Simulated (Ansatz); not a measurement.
`COB[SiH3]` + `[SiH3]S` → `[SiH3]BS[SiH3]` + CH₃OH at 298.15 K and 1 bar (ligand exchange at a B–O bond).

Computed with Ansatz on PBE0-D4/def2-TZVP structures; ΔE is electronic, products minus reactants. CCSD(T)/CBS adds triple-zeta CCSD(T) − MP2 to the extrapolated MP2 energy (def2 sets, frozen cores). This one scheme is used for every species. One conformer a species, not always the lowest.

```json
{"species": "`COB[SiH3]`", "CCSD(T)/CBS energy (Eh)": "-431.31805", "H − E (kJ/mol)": "229.8", "S (J/(mol·K))": "333.5"}
{"species": "`[SiH3]S`", "CCSD(T)/CBS energy (Eh)": "-689.27336", "H − E (kJ/mol)": "102.7", "S (J/(mol·K))": "272.7"}
{"species": "`[SiH3]BS[SiH3]`", "CCSD(T)/CBS energy (Eh)": "-1004.95639", "H − E (kJ/mol)": "191.8", "S (J/(mol·K))": "370.2"}
{"species": "CH₃OH", "CCSD(T)/CBS energy (Eh)": "-115.61712", "H − E (kJ/mol)": "146.3", "S (J/(mol·K))": "238.2"}
```

H − E and S are ideal-gas, rigid-rotor, harmonic terms from PBE0-D4/def2-TZVP, for one conformer and one mirror image of each species. 1 Eh = 2625.50 kJ/mol, R = 8.31446 J/(mol·K).

Task: By hand: ΔE, ΔH, ΔS and ΔG.

Result: ΔE = (-1004.95639) + (-115.61712) − (-431.31805) − (-689.27336) = 0.01790 Eh = 47.0 kJ/mol. Δ(H − E) = 191.8 + 146.3 − 229.8 − 102.7 = 5.6, so ΔH = 52.6 kJ/mol. ΔS = 370.2 + 238.2 − 333.5 − 272.7 = 2.2 J/(mol·K). ΔG = 52.6 − 298.15 × (2.2)/1000 = 51.9 kJ/mol.

Task: By hand: the equilibrium constant, and the temperature at which ΔG would vanish if ΔH and ΔS stayed fixed.

Result: log₁₀ K = −ΔG/(RT ln 10) = -9.1. ΔG = 0 at ΔH/ΔS = 23909 K, far beyond where these terms or the molecules hold.

The number of gas molecules stays the same, so ΔS is small and ΔH decides. A doubt of 5 kJ/mol in ΔE shifts log₁₀ K by 0.9 here. Other conformers and mirror images would add mixing entropy, several J/(mol·K) or more a flexible species. These are equilibria of isolated gas molecules and say nothing of rates. Largest T1 diagnostic: 0.015 (customary marks: 0.02 for closed shells, 0.045 for open ones).
